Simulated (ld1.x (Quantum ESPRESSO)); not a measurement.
**An all-electron radial function and its pseudo partner (osmium)**

Columns: radius, all-electron u(r) and pseudo u(r) of the 6p shell (level -1.27 eV) of osmium in the configuration [Xe] 4f14 5d6 6s2 6p0; PBE, scalar-relativistic, PAW scheme, ld1.x (Quantum ESPRESSO) 7.5.

| r (bohr) | all-electron | pseudo |
| --- | --- | --- |
| 0.203 | -0.0253 | 0.0059 |
| 0.406 | 0.1048 | 0.0233 |
| 0.609 | -0.0672 | 0.0510 |
| 0.812 | -0.1838 | 0.0877 |
| 1.015 | -0.1828 | 0.1311 |
| 1.218 | -0.1095 | 0.1789 |
| 1.421 | -0.0079 | 0.2288 |
| 1.624 | 0.0960 | 0.2781 |
| 1.827 | 0.1903 | 0.3249 |
| 2.030 | 0.2705 | 0.3674 |
| 2.233 | 0.3358 | 0.4041 |
| 2.436 | 0.3873 | 0.4344 |
| 2.639 | 0.4265 | 0.4580 |
| 2.842 | 0.4549 | 0.4750 |
| 3.045 | 0.4740 | 0.4861 |
| 3.248 | 0.4856 | 0.4920 |
| 3.451 | 0.4908 | 0.4936 |
| 3.654 | 0.4910 | 0.4918 |
| 3.857 | 0.4870 | 0.4871 |
| 4.060 | 0.4798 | 0.4798 |
| 4.263 | 0.4702 | 0.4702 |
| 4.466 | 0.4587 | 0.4587 |
| 4.669 | 0.4457 | 0.4457 |
| 4.872 | 0.4317 | 0.4317 |
| 5.075 | 0.4170 | 0.4170 |
| 5.278 | 0.4017 | 0.4017 |

(1) How many radial nodes do the two functions have?

(2) At about which radius was the pseudo-wave matched?

(3) Is the pseudo-wave norm-conserving?

## Answers

(1) The all-electron 6p function has n − l − 1 = 4 (the table is too coarse to show those close to the nucleus); the pseudo-wave has 0, since the states of the same l below it are removed with the core.

(2) 4.06 bohr, where the columns begin to agree (steps of 0.20 bohr).

(3) No, it belongs to a PAW set: the norm inside the radius is not constrained, and the difference is carried by the augmentation charge.
